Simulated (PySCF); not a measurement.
Isomers of C6H10N2SSi.

All values: PBE0/pcSseg-1 (PySCF) at GFN2-xTB geometries, gas phase, one conformer each.

(1) Rank by HOMO energy, highest first.
A. `[CH2:1]=[CH:2][c:3]1[cH:4][c:5]([CH2:6][S:7][SiH3:8])[n:9][nH:10]1` with C1–C2–C3–C4 0°, C4–C5–C6–S7 89°, C5–C6–S7–Si8 55°
B. `[CH2:1]=[CH:2][c:3]1[nH:4][n:5][c:6]([S:7][SiH3:8])[c:9]1[CH3:10]` with C1–C2–C3–N4 179°, N5–C6–S7–Si8 0°
C. `[CH2:1]=[CH:2][c:3]1[cH:4][c:5]([S:6][CH2:7][SiH3:8])[n:9][nH:10]1` with C1–C2–C3–C4 -179°, C4–C5–S6–C7 177°, C5–S6–C7–Si8 -76°

(2) Rank by the lowest Hirshfeld charge on any atom, highest value first.
A. `[CH2:1]=[CH:2][c:3]1[cH:4][c:5]([CH2:6][S:7][SiH3:8])[n:9][nH:10]1` with C1–C2–C3–C4 0°, C4–C5–C6–S7 89°, C5–C6–S7–Si8 55°
B. `[CH2:1]=[CH:2][c:3]1[cH:4][c:5]([S:6][SiH3:7])[n:8][n:9]1[CH3:10]` with C1–C2–C3–C4 0°, C4–C5–S6–Si7 180°
C. `[CH2:1]=[CH:2][c:3]1[cH:4][c:5]([S:6][CH2:7][SiH3:8])[n:9][nH:10]1` with C1–C2–C3–C4 -179°, C4–C5–S6–C7 177°, C5–S6–C7–Si8 -76°

(3) Rank by the lowest IAO charge on any atom, highest value first.
A. `[CH2:1]=[CH:2][c:3]1[cH:4][c:5]([S:6][CH2:7][SiH3:8])[n:9][nH:10]1` with C1–C2–C3–C4 -179°, C4–C5–S6–C7 177°, C5–S6–C7–Si8 -76°
B. `[CH2:1]=[CH:2][c:3]1[cH:4][c:5]([S:6][SiH3:7])[n:8][n:9]1[CH3:10]` with C1–C2–C3–C4 0°, C4–C5–S6–Si7 180°
C. `[CH2:1]=[CH:2][c:3]1[cH:4][c:5]([CH2:6][S:7][SiH3:8])[n:9][nH:10]1` with C1–C2–C3–C4 0°, C4–C5–C6–S7 89°, C5–C6–S7–Si8 55°
D. `[CH2:1]=[CH:2][c:3]1[nH:4][n:5][c:6]([S:7][SiH3:8])[c:9]1[CH3:10]` with C1–C2–C3–N4 179°, N5–C6–S7–Si8 0°

Results:

(1) C (-5.99 eV), B (-6.27 eV), A (-6.58 eV).

(2) B (-0.114 e), A (-0.131 e), C (-0.161 e).

(3) B (-0.316 e), C (-0.338 e), D (-0.427 e), A (-0.621 e).

All values together:

| SMILES | μ (D) | HOMO (eV) | LUMO (eV) | lowest IAO charge (e) | highest IAO charge (e) | lowest Hirshfeld charge (e) | highest Hirshfeld charge (e) |
| --- | --- | --- | --- | --- | --- | --- | --- |
| C=Cc1cc(SC[SiH3])n[nH]1 | 2.57 | -5.99 | -1.15 | -0.621 (C) | +0.614 (Si) | -0.161 (C) | +0.294 (Si) |
| C=Cc1cc(CS[SiH3])n[nH]1 | 3.66 | -6.58 | -1.12 | -0.338 (C) | +0.544 (Si) | -0.131 (N) | +0.270 (Si) |
| C=Cc1cc(S[SiH3])nn1C | 4.10 | -6.19 | -1.17 | -0.316 (C) | +0.564 (Si) | -0.114 (N) | +0.271 (Si) |
| C=Cc1[nH]nc(S[SiH3])c1C | 3.39 | -6.27 | -1.03 | -0.427 (C) | +0.569 (Si) | -0.122 (N) | +0.275 (Si) |

Conformers: `[CH2:1]=[CH:2][c:3]1[cH:4][c:5]([S:6][CH2:7][SiH3:8])[n:9][nH:10]1` with C1–C2–C3–C4 -179°, C4–C5–S6–C7 177°, C5–S6–C7–Si8 -76°; `[CH2:1]=[CH:2][c:3]1[cH:4][c:5]([CH2:6][S:7][SiH3:8])[n:9][nH:10]1` with C1–C2–C3–C4 0°, C4–C5–C6–S7 89°, C5–C6–S7–Si8 55°; `[CH2:1]=[CH:2][c:3]1[cH:4][c:5]([S:6][SiH3:7])[n:8][n:9]1[CH3:10]` with C1–C2–C3–C4 0°, C4–C5–S6–Si7 180°; `[CH2:1]=[CH:2][c:3]1[nH:4][n:5][c:6]([S:7][SiH3:8])[c:9]1[CH3:10]` with C1–C2–C3–N4 179°, N5–C6–S7–Si8 0°.
